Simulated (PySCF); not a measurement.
Compound: C2H8BNO2.
Bonds: C1–O2, O2–C3, C3–O4, O4–B5, B5–N6. Hydrogens: H7, H8, H9 on C1; H10, H11 on C3; H12 on B5; H13, H14 on N6.

Computed, not measured: PBE0-D3(BJ)/def2-SVP geometry optimisation, gas phase (PySCF 2.14.0).

(1) List the bond lengths, angles and torsions at this level.

Results:

(1) 
| bond | length (Å) |
| --- | --- |
| C1–O2 | 1.401 |
| O2–C3 | 1.372 |
| C3–O4 | 1.397 |
| O4–B5 | 1.367 |
| B5–N6 | 1.405 |
| C1–H7, C1–H9 | 1.100 |
| C1–H8 | 1.108 |
| C3–H10 | 1.105 |
| C3–H11 | 1.115 |
| B5–H12 | 1.209 |
| N6–H13, N6–H14 | 1.010 |

Bonds in one row agree within 0.01 Å and their mean is given. A selection of angles:
| angle | degrees |
| --- | --- |
| O2–C1–H7 | 111.8 |
| O2–C1–H9 | 107.4 |
| H7–C1–H8 | 108.4 |
| H7–C1–H9 | 109.1 |
| C1–O2–C3 | 114.2 |
| O2–C3–O4 | 110.8 |
| O2–C3–H10 | 106.4 |
| O2–C3–H11 | 110.7 |
| O4–C3–H10 | 110.7 |
| O4–C3–H11 | 109.2 |
| H10–C3–H11 | 109.0 |
| C3–O4–B5 | 122.8 |
| O4–B5–N6 | 123.5 |
| O4–B5–H12 | 116.9 |
| N6–B5–H12 | 119.6 |
| B5–N6–H13 | 121.1 |
| B5–N6–H14 | 125.4 |
| H13–N6–H14 | 113.5 |

Torsions: C1–O2–C3–O4 -65° (synclinal); O2–C3–O4–B5 179° (antiperiplanar); C3–O4–B5–N6 0° (synperiplanar). The mirror-image conformer, all signs reversed, is as good.

N6 (boron-bound nitrogen) is planar (angles 125.4°, 121.1° and 113.5°, sum 360.0°, 0.00 Å off the plane of its three neighbours). Of the pairs four or more bonds apart, C3···H14 is among the closest relative to their van der Waals radii: 2.70 Å, 93 % of the sum of Bondi's values. B5 (three-coordinate boron) is planar (angles 123.5°, 119.6° and 116.9°, sum 360.0°, 0.00 Å off the plane of its three neighbours). The 3 C–O bonds span 1.372 Å (O2–C3, drawn single) to 1.401 Å (C1–O2, drawn single), a spread of 0.029 Å.

Point group: C1 (no symmetry element, even within 0.4 Å). Whether it is a minimum is left open (no frequencies). One conformer, not necessarily the lowest.
